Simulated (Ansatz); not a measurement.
Coupled-cluster run, CH$_{10}$AlNSi$_{2}$.

```yaml
crystal:
  periodic: [false, false, false]
  atoms:
    - {symbol: C, position_ang: [-2.043005, -0.360350, -0.938636]}
    - {symbol: Si, position_ang: [-0.282128, -0.962615, -1.173914]}
    - {symbol: N, position_ang: [0.365858, -1.404184, 0.541147]}
    - {symbol: Al, position_ang: [1.647689, -0.002956, -0.174864]}
    - {symbol: Si, position_ang: [1.176896, 2.093355, 0.998505]}
    - {symbol: H, position_ang: [-2.069862, 0.506204, -0.273840]}
    - {symbol: H, position_ang: [-2.455621, -0.045486, -1.900923]}
    - {symbol: H, position_ang: [-2.691633, -1.141462, -0.533787]}
    - {symbol: H, position_ang: [-0.324352, -2.279057, -1.881222]}
    - {symbol: H, position_ang: [0.708415, -2.350057, 0.655707]}
    - {symbol: H, position_ang: [-0.234556, -1.183004, 1.326095]}
    - {symbol: H, position_ang: [3.075846, -0.653097, -0.419463]}
    - {symbol: H, position_ang: [-0.266685, 2.141415, 1.393464]}
    - {symbol: H, position_ang: [1.953271, 2.292499, 2.259250]}
    - {symbol: H, position_ang: [1.417964, 3.298095, 0.151882]}
basis:
  gaussian: {orbitals: def2-TZVPP}
correlation: {method: ccsd_t}
```

```sh
$ ansatz run in.yaml --threads 2 --pin off --events-out ev --progress --plain --max-ram 22528MiB --backend cuda --devices 0, --max-vram 18GiB
```

The program prints (abridged):

```
Functional definition: HF
1865 factors; integrals over basis functions are off by at most 9.5e-4 eV
mean field evaluation 1: about -24975.6349 eV, gradient 4.0e1 eV
mean field evaluation 2: about -24975.9026 eV, gradient 4.0e1 eV
mean field evaluation 4: about -24980.3012 eV, gradient 4.5e0 eV
mean field evaluation 8: about -24980.3965 eV, gradient 2.6e-1 eV
mean field evaluation 16: about -24980.3969 eV, gradient 2.2e-6 eV
mean field -24980.39688910 eV, -918.0126533533 hartree, gradient 2.2e-6 eV, S^2 0.000000; 0 other end points of the search recorded, 0 dependent functions left out
17 core orbitals not correlated: weight in the atoms' cores, before any rotation towards them, 1.000 or more for the frozen orbitals, at most 0.000 for the correlated occupied ones
reference -24980.39688910 eV, -918.0126533533 hartree; 15, 15 occupied and 296, 296 virtual orbitals, 1865 factors
second order -19.94730319 eV of doubles, -0.00000000 eV of singles
cycle   1  -21.23215001 eV  change    -1.3e0 eV  update   1.1e-1
cycle   2  -21.87879011 eV  change   -6.5e-1 eV  update   3.3e-2
cycle   3  -21.95360745 eV  change   -7.5e-2 eV  update   1.3e-2
cycle   4  -21.94592636 eV  change    7.7e-3 eV  update   3.8e-3
cycle   5  -21.94543132 eV  change    5.0e-4 eV  update   1.4e-3
cycle   6  -21.94506007 eV  change    3.7e-4 eV  update   4.3e-4
cycle   7  -21.94492926 eV  change    1.3e-4 eV  update   1.3e-4
cycle   8  -21.94497366 eV  change   -4.4e-5 eV  update   5.0e-5
cycle   9  -21.94497889 eV  change   -5.2e-6 eV  update   1.9e-5
perturbative correction -0.83895875 eV, -0.0308311655 hartree
Total energy: -25003.18082675 eV, -918.8499476183 hartree
```

Run time 4.4 s (2 threads of an AMD EPYC 7R13 on a shared host and a share of an NVIDIA H100 80 GB); peak host memory 1.4 GiB.

The correlation energy is -22.784 eV, 3.7 % of it from (T); the T1 diagnostic reads 0.0121.
